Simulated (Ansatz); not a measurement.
Two isomers of CH6BNSi: A = `BN1C[SiH2]1`, B = `[SiH3]N1BC1`.

Computed with Ansatz on PBE0-D4/def2-TZVP structures; ΔE is electronic, products minus reactants. CCSD(T)/CBS adds triple-zeta CCSD(T) − MP2 to the extrapolated MP2 energy (def2 sets, frozen cores). DFT in def2-TZVPP. B3LYP here is the variant with VWN-RPA as its local correlation; programs differ in this.

Task: Which isomer does CCSD(T)/CBS put lower? Give the gap. (An estimate is asked.)

Result: Computed: B, by 2.5 kcal/mol.

Task: Give E(B) − E(A) in kcal/mol with ωB97M-V, PBE-D4, B3LYP-D4, B3LYP, BLYP-D4, B2PLYP, r2SCAN-D4. (An estimate is asked.)

Result: Computed: ωB97M-V -2.4, PBE-D4 -1.2, B3LYP-D4 -2.3, B3LYP -2.4, BLYP-D4 -1.7, B2PLYP -2.5, r2SCAN-D4 -2.0. None reverses the order clearly.

Task: Does the order hold for the free energy at 298.15 K (harmonic terms from PBE0-D4)? (An estimate is asked.)

Result: Computed: Yes: G(B) − G(A) = -3.6 kcal/mol.

Largest T1 diagnostic: 0.014.

In def2-TZVPP, CCSD(T) changes the Hartree–Fock value by +2.7 kcal/mol (the triples alone add +0.4 kcal/mol) and MP2 by +2.4 kcal/mol. Leaving LDA and LC-ωPBE aside and taking each functional with its dispersion term where it has one, the values, not all of them listed here, spread over 1.8 kcal/mol, from BHLYP-D4 to PBE-D4. LDA lies +0.9 kcal/mol from PBE without D4.
